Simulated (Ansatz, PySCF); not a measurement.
Complex: BrH3Sn (SMILES [Br][SnH3]) (first 5 atoms) with NH3 (SMILES N); geometry from B3LYP-D3(BJ)/def2-TZVP, rigid monomers moved along the line of their centres of mass till Sn2···N6 is 2.75 Å.
(charge 0, multiplicity 1):
```xyz
9

Br     2.333    -0.326     0.978
Sn     0.438     1.062     0.043
H      1.138     1.631    -1.423
H      0.137     2.386     1.068
H     -0.883     0.055    -0.324
N     -0.407     0.004     2.435
H     -1.330     0.180     2.817
H     -0.295    -0.999     2.335
H      0.278     0.310     3.116
```

Monomers are frozen at their geometry in the pair; levels with a basis set take the counterpoise correction.

Correlated levels freeze the cores. Filled d and f shells under p-block atoms count as core.

Programs: Ansatz (an electronic-structure program); PySCF for the dispersion terms.  In def2 rows elements past Kr take small-core potentials, without spin–orbit coupling.

### Question
What is the computed interaction energy (PBE-D3(BJ)/def2-TZVPPD)?

### Answer
-207 meV

### Question
What is the computed interaction energy (MP2/def2-TZVPPD)?

### Answer
-191 meV

### Question
Estimate the interaction energy that wB97X-V/def2-TZVPPD returns for this input.

### Answer
-214 meV
